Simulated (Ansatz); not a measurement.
`C1[CH2][Zn][SiH2]1` → 2 C• + 6 H• + Si• + Zn (atom)  (atomization)

Computed with Ansatz on PBE0-D4/def2-TZVP structures; ΔE is electronic, products minus reactants. CCSD(T)/CBS adds triple-zeta CCSD(T) − MP2 to the extrapolated MP2 energy (def2 sets, frozen cores). This one scheme is used for every species, atoms too. Functionals use def2-TZVPP. B3LYP here is the variant with VWN-RPA as its local correlation; programs differ in this. No spin–orbit coupling; open shells (•) take unrestricted orbitals. Spin–orbit coupling would lower the free atoms: a little for C, Si. For Zn outer-core shells are correlated without core-valence functions, so the limit isn't a true one: a few kJ/mol of doubt a bond, and 10 to 20 or more in all where bonds break to atoms. Scalar relativity is left out up to krypton.

```
             level  ΔE (kcal/mol)  difference from CCSD(T)/CBS
            PBE-D4          769.7                         13.4
         r2SCAN-D4          764.3                          8.0
           PBE0-D4          761.5                          5.2
          B3LYP-D4          753.7                         -2.6
           ωB97M-V          758.0                          1.7
               PBE          764.5                          8.2
            r2SCAN          763.1                          6.8
              PBE0          757.1                          0.8
             B3LYP          745.2                        -11.1
     HF/def2-TZVPP          551.3                       -205.0
    MP2/def2-TZVPP          745.7                        -10.6
SCS-MP2/def2-TZVPP          742.2                        -14.1
CCSD(T)/def2-TZVPP          738.3                        -18.0
    MP2/def2-QZVPP          756.4                          0.1
SCS-MP2/def2-QZVPP          754.4                         -1.9
    CCSD/CBS(def2)          744.2                        -12.1
       CCSD(T)/CBS          756.3                            0
```

Largest T1 diagnostic among the species: 0.017.

The D4 term adds +8.5 kcal/mol with B3LYP and +4.4 kcal/mol with PBE0; it sums over pairs of atoms, weighted by their polarisabilities, and B3LYP, whose exchange is more repulsive, gets the larger term. From PBE to PBE0 (25 % exact exchange), in def2-TZVPP and without D4, ΔE moves by −7.5 kcal/mol: exact exchange takes away binding that semilocal exchange gives to molecules.

For atomizations the MP2-based limit and the directly extrapolated one differ by several kJ/mol either way, and by 10 to 25 for some Ge, Se and Sn compounds, so smaller differences from it don't rank the levels.
